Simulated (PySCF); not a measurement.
PySCF input (M06-2X/6-311+G**):

```python
from pyscf import gto, dft

mol = gto.M(
    atom='''
    C    -1.63289300    0.38568100   -0.07813700
    N    -0.38177400   -0.20321100   -0.52811500
    Si    1.10077800   -0.16632400    0.35839300
    H    -2.20609700    0.76825400   -0.92633500
    H    -1.41984200    1.22778000    0.58166000
    H    -2.26547700   -0.31926700    0.47256500
    H    -0.50730900   -0.94197600   -1.20464100
    H     2.17619800   -0.53601600   -0.60707600
    H     1.28141100    1.23814700    0.83194900
    ''',
    basis='6-311+g**',
    charge=0,
    spin=1,
    verbose=4,
)

mf = dft.UKS(mol, xc='m062x')
mf.grids.level = 4
mf.conv_tol = 1e-9
mf.max_cycle = 100
mf.max_memory = 1500
mf.kernel()
if not mf.converged:
    mf = mf.newton()
    mf.kernel(mf.make_rdm1())
mo, _, stable, _ = mf.stability(return_status=True)
if not stable:
    mf.kernel(mf.make_rdm1(mo, mf.mo_occ))
    stable = mf.stability(return_status=True)[2]
mf.dip_moment()
```

Output:

```
PySCF version 2.14.0

[INPUT] verbose = 4
[INPUT] num. atoms = 9
[INPUT] num. electrons = 33
[INPUT] charge = 0
[INPUT] spin (= nelec alpha-beta = 2S) = 1
[INPUT] symmetry False subgroup None
[INPUT] Mole.unit = angstrom
[INPUT] Symbol           X                Y                Z      unit          X                Y                Z       unit  Magmom
[INPUT]  1 C     -1.632893000000   0.385681000000  -0.078137000000 AA   -3.085720560719   0.728831461448  -0.147657530195 Bohr   0.0
[INPUT]  2 N     -0.381774000000  -0.203211000000  -0.528115000000 AA   -0.721448301480  -0.384013135499  -0.997992712275 Bohr   0.0
[INPUT]  3 Si     1.100778000000  -0.166324000000   0.358393000000 AA    2.080168943946  -0.314306807942   0.677264614961 Bohr   0.0
[INPUT]  4 H     -2.206097000000   0.768254000000  -0.926335000000 AA   -4.168919134225   1.451789654102  -1.750519449599 Bohr   0.0
[INPUT]  5 H     -1.419842000000   1.227780000000   0.581660000000 AA   -2.683112520155   2.320167941218   1.099178097615 Bohr   0.0
[INPUT]  6 H     -2.265477000000  -0.319267000000   0.472565000000 AA   -4.281131071501  -0.603327190612   0.893018426055 Bohr   0.0
[INPUT]  7 H     -0.507309000000  -0.941976000000  -1.204641000000 AA   -0.958675070527  -1.780076655913  -2.276441568422 Bohr   0.0
[INPUT]  8 H      2.176198000000  -0.536016000000  -0.607076000000 AA    4.112418212826  -1.012923438385  -1.147207376796 Bohr   0.0
[INPUT]  9 H      1.281411000000   1.238147000000   0.831949000000 AA    2.421515843005   2.339758731952   1.572155759606 Bohr   0.0

nuclear repulsion = 107.620123061345
number of shells = 58
number of NR pGTOs = 167
number of NR cGTOs = 110
basis = 6-311+g**
ecp = {}

******** <class 'pyscf.dft.uks.UKS'> ********
method = UKS
initial guess = minao
damping factor = 0
level_shift factor = 0
DIIS = <class 'pyscf.scf.diis.CDIIS'>
diis_start_cycle = 1
diis_space = 8
diis_damp = 0
SCF conv_tol = 1e-09
SCF conv_tol_grad = None
SCF max_cycles = 100
direct_scf = True
direct_scf_tol = 1e-13
number electrons alpha = 17  beta = 16
XC library pyscf.dft.libxc version 7.1.2
    S. Lehtola, C. Steigemann, M. J. T. Oliveira, and M. A. L. Marques,  SoftwareX 7, 1–5 (2018)
XC functionals = m062x
    Y. Zhao and D. G. Truhlar,  Theor. Chem. Acc. 120, 215 (2008)
    Y. Zhao and D. G. Truhlar,  Theor. Chem. Acc. 120, 215 (2008)
radial grids:
    Treutler-Ahlrichs [JCP 102, 346 (1995); DOI:10.1063/1.469408] (M4) radial grids

becke partition: Becke, JCP 88, 2547 (1988); DOI:10.1063/1.454033
pruning grids: <function nwchem_prune>
grids dens level: 4
symmetrized grids: False
atomic radii adjust function: <function treutler_atomic_radii_adjust>
small_rho_cutoff = 0
Set gradient conv threshold to 3.16228e-05
tot grids = 179656
init E= -385.97711589342
  alpha nocc = 17  HOMO = -0.142169686380896  LUMO = -0.0112424700471563
  beta  nocc = 16  HOMO = -0.305641616908687  LUMO = -0.142169686380896

WARN: HOMO -0.142169686380896 >= LUMO -0.142169686380896

cycle= 1 E= -385.862739142384  delta_E= 0.114  |g|= 0.184  |ddm|= 1.56
  alpha nocc = 17  HOMO = -0.210021613330552  LUMO = 0.00536692618809859
  beta  nocc = 16  HOMO = -0.286176625399927  LUMO = -0.0512456521213464
  HOMO = -0.210021613331  LUMO = -0.0512456521213  gap/eV = 4.32051
cycle= 2 E= -385.86906452147  delta_E= -0.00633  |g|= 0.167  |ddm|= 0.351
  alpha nocc = 17  HOMO = -0.221690370589151  LUMO = 0.00455319040521694
  beta  nocc = 16  HOMO = -0.323145361856345  LUMO = -0.0525251316798996
  HOMO = -0.221690370589  LUMO = -0.0525251316799  gap/eV = 4.60322
cycle= 3 E= -385.88049941594  delta_E= -0.0114  |g|= 0.0453  |ddm|= 0.142
  alpha nocc = 17  HOMO = -0.221662001044218  LUMO = 0.00705349026308748
  beta  nocc = 16  HOMO = -0.312756180707325  LUMO = -0.0481002575330463
  HOMO = -0.221662001044  LUMO = -0.048100257533  gap/eV = 4.72286
cycle= 4 E= -385.881592960794  delta_E= -0.00109  |g|= 0.00889  |ddm|= 0.052
  alpha nocc = 17  HOMO = -0.223791221179433  LUMO = 0.00751526805561484
  beta  nocc = 16  HOMO = -0.312676704630632  LUMO = -0.0478155741688784
  HOMO = -0.223791221179  LUMO = -0.0478155741689  gap/eV = 4.78854
cycle= 5 E= -385.881712721841  delta_E= -0.00012  |g|= 0.00405  |ddm|= 0.0274
  alpha nocc = 17  HOMO = -0.224180758464017  LUMO = 0.00765931038496302
  beta  nocc = 16  HOMO = -0.312668699901457  LUMO = -0.0477982396600707
  HOMO = -0.224180758464  LUMO = -0.0477982396601  gap/eV = 4.79961
cycle= 6 E= -385.881741748345  delta_E= -2.9e-05  |g|= 0.00215  |ddm|= 0.0119
  alpha nocc = 17  HOMO = -0.224353065706726  LUMO = 0.00775099361016978
  beta  nocc = 16  HOMO = -0.312591317792656  LUMO = -0.0479851925839736
  HOMO = -0.224353065707  LUMO = -0.047985192584  gap/eV = 4.79921
cycle= 7 E= -385.881749496539  delta_E= -7.75e-06  |g|= 0.000737  |ddm|= 0.00611
  alpha nocc = 17  HOMO = -0.224415431101659  LUMO = 0.00774904078279647
  beta  nocc = 16  HOMO = -0.312708804076817  LUMO = -0.0481666579886607
  HOMO = -0.224415431102  LUMO = -0.0481666579887  gap/eV = 4.79597
cycle= 8 E= -385.881750945483  delta_E= -1.45e-06  |g|= 0.000208  |ddm|= 0.00329
  alpha nocc = 17  HOMO = -0.22438955583832  LUMO = 0.00774451619055681
  beta  nocc = 16  HOMO = -0.312728230788769  LUMO = -0.048180178368124
  HOMO = -0.224389555838  LUMO = -0.0481801783681  gap/eV = 4.79490
cycle= 9 E= -385.881751033447  delta_E= -8.8e-08  |g|= 6.52e-05  |ddm|= 0.000664
  alpha nocc = 17  HOMO = -0.22439052961919  LUMO = 0.00773932862954647
  beta  nocc = 16  HOMO = -0.312743400545775  LUMO = -0.0481950804510919
  HOMO = -0.224390529619  LUMO = -0.0481950804511  gap/eV = 4.79452
cycle= 10 E= -385.881751040561  delta_E= -7.11e-09  |g|= 1.46e-05  |ddm|= 0.00022
  alpha nocc = 17  HOMO = -0.224387766783499  LUMO = 0.00773933327125585
  beta  nocc = 16  HOMO = -0.312742346141251  LUMO = -0.0481953608813042
  HOMO = -0.224387766783  LUMO = -0.0481953608813  gap/eV = 4.79444
cycle= 11 E= -385.881751040911  delta_E= -3.5e-10  |g|= 4.6e-06  |ddm|= 4.18e-05
  alpha nocc = 17  HOMO = -0.224389066399494  LUMO = 0.00773926927252057
  beta  nocc = 16  HOMO = -0.312743139696094  LUMO = -0.0481960035221504
  HOMO = -0.224389066399  LUMO = -0.0481960035222  gap/eV = 4.79446
Extra cycle  E= -385.881751040936  delta_E= -2.5e-11  |g|= 2.27e-06  |ddm|= 1.14e-05
converged SCF energy = -385.881751040936  <S^2> = 0.75356951  2S+1 = 2.0035663
uhf_internal: lowest eigs of H = [0.27558599 0.29998199 0.35145464]
<class 'pyscf.dft.uks.UKS'> wavefunction is stable in the internal stability analysis
Dipole moment(X, Y, Z, Debye): -1.25794, -0.44133, -0.32574
```

The geometry given is a B3LYP-D3(BJ)/def2-TZVP minimum.
